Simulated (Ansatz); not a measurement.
Consider the formal exchange of groups at the Si–N bond: `N[SiH2][S][AlH2]` + `O/C=C\F` → `[AlH2][S][SiH3]` + `N/C(F)=C\O`.

Gas-phase electronic energies from Ansatz, PBE0-D4/def2-TZVP geometries. CBS: MP2 limit from def2 TZ/QZ plus the TZ coupled-cluster correction, frozen cores. Double bonds are as drawn, so ΔE can hold a change between cis and trans. Functionals use def2-TZVPP. Each species was taken in one conformer, which may not be the lowest.

`N[SiH2][S][AlH2]`:

Cartesian coordinates in Å:
```
N 1.574 -0.737 -0.201
Si 0.893 0.828 -0.297
S -1.106 0.988 -1.097
Al -2.123 -0.217 0.396
H 1.320 -1.345 0.561
H 1.783 -1.260 -1.036
H 0.902 1.383 1.077
H 1.709 1.643 -1.228
H -3.679 -0.445 0.245
H -1.272 -0.838 1.582
```

`O/C=C\F`:

Cartesian coordinates in Å:
```
O 0.403 -1.437 0.293
C 0.552 -0.200 -0.222
C -0.318 0.792 -0.110
F -1.471 0.601 0.569
H -0.442 -1.479 0.756
H 1.478 -0.060 -0.763
H -0.200 1.782 -0.522
```

`[AlH2][S][SiH3]`:

Z-matrix (Å, degrees):
```
Si
S 1 2.141
H 1 1.485 2 111.2
H 1 1.485 2 111.2 3 -121.6
H 1 1.483 2 106.6 3 119.2
Al 2 2.180 1 98.5 3 60.8
H 6 1.578 2 117.2 1 -179.9
H 6 1.582 2 118.3 1 0.0
```

`N/C(F)=C\O`:

Cartesian coordinates in Å:
```
N -0.638 0.258 -1.026
C -0.448 0.160 0.348
F -1.480 0.530 1.147
C 0.684 -0.272 0.888
O 1.752 -0.657 0.158
H -0.808 1.207 -1.337
H -1.384 -0.338 -1.367
H 0.823 -0.344 1.958
H 1.499 -0.545 -0.770
```

| level | ΔE (kcal/mol) |
| --- | --- |
| r2SCAN0-D4 | 22.3 |
| SCS-MP2/def2-TZVPP | 23.2 |

Task: What does CCSD(T)/CBS give? (Best estimate.)

Result: The calculation gave: +23.7 kcal/mol. The listed levels differ from it by -1.4, -0.5 kcal/mol.

Task: What do rigid-rotor, harmonic-oscillator terms from PBE0-D4/def2-TZVP frequencies (298.15 K, 1 bar) make of the CCSD(T)/CBS value? (Estimate.)

Result: Computed: ΔZPE = -0.9 kcal/mol, ΔH = +22.6 kcal/mol, ΔS = -5 J/(mol·K), ΔG = +22.9 kcal/mol.

Largest T1 diagnostic among the species: 0.013.

At CCSD(T), def2-SVP lies −7.9 kcal/mol from the extrapolated value and def2-TZVPP −1.3 kcal/mol. From BLYP to BHLYP (50 % exact exchange), in def2-TZVPP and without D4, ΔE moves by +1.4 kcal/mol. Leaving LDA and LC-ωPBE aside and taking each functional with its dispersion term where it has one, the values, not all of them listed here, spread over 3.2 kcal/mol, from PBE-D4 to BHLYP-D4. LDA lies −1.6 kcal/mol from PBE without D4.
